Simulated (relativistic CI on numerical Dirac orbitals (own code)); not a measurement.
## Ta2+ (5d3) in a crystal field

Calculated by Dirac-Coulomb-Breit CI, KLI orbitals optimised for each configuration, model QED (radiative potential, 1s self-energy scaled to tabulated hydrogen-like ionisation energies), valence Slater integrals scaled by 0.75, one configuration in a parametric crystal field (own radial code).

Field parameters in Wybourne normalisation: D3d B²₀ = −7Dσ, B⁴₀ = −14Dq − 21Dτ, B⁴₃ = −14√(10/7) Dq; D4h B²₀ = −7Ds, B⁴₀ = 21(Dq − Dt), B⁴₄ = 21√(5/14) Dq; Oh B⁴₀ = 21Dq, B⁴₄ = √(5/14) B⁴₀; Td as Oh with Dq negative (B⁴₀ = 21Dq, B⁴₄ = √(5/14) B⁴₀). The field is a parameter set, without covalency.

S and J are read from ⟨S²⟩ = S(S + 1) and ⟨J²⟩ = J(J + 1) of each level; they are not fictitious spins.

D3d, 10Dq = 42500, Dσ = 570, Dτ = -340 cm⁻¹, the lowest 10 levels:

```tsv
E (cm⁻¹)	Degeneracy	Irrep	S	J
0.0	2	Γ5+Γ6	1.49	3.39
34.0	2	Γ4	1.49	3.39
9596	2	Γ4	0.51	4.09
10008	2	Γ5+Γ6	0.51	3.75
10260	2	Γ4	0.50	3.79
10351	2	Γ5+Γ6	0.51	4.06
10687	2	Γ4	0.50	3.59
17072	2	Γ5+Γ6	0.52	3.46
17153	2	Γ4	0.51	3.74
17642	2	Γ4	0.52	3.53
```

Principal g values of the ground doublet: 0.00, 0.00, 5.59.

Td, 10Dq = -18400 cm⁻¹, the lowest 10 levels:

| E (cm⁻¹) | Degeneracy | Irrep | S | J |
| --- | --- | --- | --- | --- |
| 0.0 | 4 | Γ8 | 0.59 | 3.79 |
| 8295 | 2 | Γ7 | 1.50 | 2.81 |
| 8571 | 4 | Γ8 | 1.45 | 2.74 |
| 9772 | 4 | Γ8 | 1.48 | 3.53 |
| 10797 | 2 | Γ6 | 1.48 | 3.99 |
| 16915 | 2 | Γ6 | 0.53 | 4.61 |
| 17285 | 4 | Γ8 | 0.57 | 4.06 |
| 17359 | 2 | Γ7 | 0.54 | 3.57 |
| 18217 | 4 | Γ8 | 0.58 | 4.17 |
| 20116 | 2 | Γ6 | 0.54 | 2.61 |

D4h, 10Dq = 23450, Ds = 2600, Dt = 450 cm⁻¹, the lowest 16 levels:

```tsv
E (cm⁻¹)	Degeneracy	Irrep	S	J
0.0	2	Γ7	1.48	3.25
35.0	2	Γ6	1.48	3.29
6163	2	Γ7	0.57	3.80
7697	2	Γ6	0.55	3.56
9857	2	Γ7	0.55	3.83
9863	2	Γ6	0.55	3.87
10303	2	Γ6	0.55	4.12
15100	2	Γ7	0.87	3.62
16282	2	Γ6	1.46	2.26
16520	2	Γ7	1.46	2.56
17396	2	Γ7	1.35	3.11
18196	2	Γ6	1.01	3.57
18372	2	Γ7	1.38	3.50
18706	2	Γ6	1.19	3.55
19512	2	Γ6	1.42	3.85
19995	2	Γ7	0.56	3.81
```

Principal g values of the ground doublet: 1.68, 3.43, 3.43.

Td, 10Dq = -5800 cm⁻¹, the lowest 10 levels:

```tsv
E (cm⁻¹)	Degeneracy	Irrep	S	J
0.0	4	Γ8	1.41	2.26
1290	2	Γ7	1.49	2.73
2725	4	Γ8	1.48	3.37
4066	2	Γ6	1.47	4.06
5943	4	Γ8	0.90	3.63
6512	4	Γ8	1.29	3.41
6742	2	Γ7	1.40	3.32
7670	2	Γ6	1.33	3.87
8647	4	Γ8	1.30	4.09
10739	2	Γ6	0.81	3.86
```

Oh, 10Dq = 22000 cm⁻¹, the lowest 16 levels:

| E (cm⁻¹) | Degeneracy | Irrep | S | J |
| --- | --- | --- | --- | --- |
| 0.0 | 4 | Γ8 | 1.49 | 3.29 |
| 9618 | 4 | Γ8 | 0.54 | 3.98 |
| 10004 | 4 | Γ8 | 0.51 | 3.84 |
| 10578 | 2 | Γ6 | 0.52 | 3.57 |
| 16357 | 2 | Γ7 | 0.56 | 3.76 |
| 16408 | 4 | Γ8 | 0.57 | 3.62 |
| 21688 | 2 | Γ7 | 1.48 | 3.13 |
| 22144 | 4 | Γ8 | 1.46 | 3.31 |
| 22561 | 4 | Γ8 | 1.47 | 3.30 |
| 22812 | 2 | Γ6 | 1.49 | 3.60 |
| 27212 | 2 | Γ6 | 1.39 | 2.65 |
| 27968 | 4 | Γ8 | 1.46 | 2.70 |
| 28185 | 2 | Γ7 | 1.46 | 2.86 |
| 28377 | 4 | Γ8 | 1.48 | 3.10 |
| 30650 | 2 | Γ6 | 0.66 | 4.27 |
| 31723 | 4 | Γ8 | 0.56 | 4.19 |

The free-ion ground term has S = 3/2. The field overcomes the spin-pairing energy for Td, 10Dq = -18400 cm⁻¹, where the ground state has lower spin; these fields are assumed values.

Levels of this model without a field, named by their leading LS term (the scale mimics covalency, so terms lie below those of the real free ion): 4F_3/2 0, 4F_5/2 1847, 4F_7/2 3812, 4F_9/2 5644, 4P_3/2 8698, 4P_1/2 9314, 2G_7/2 10980, 2H_9/2 11410 cm⁻¹.
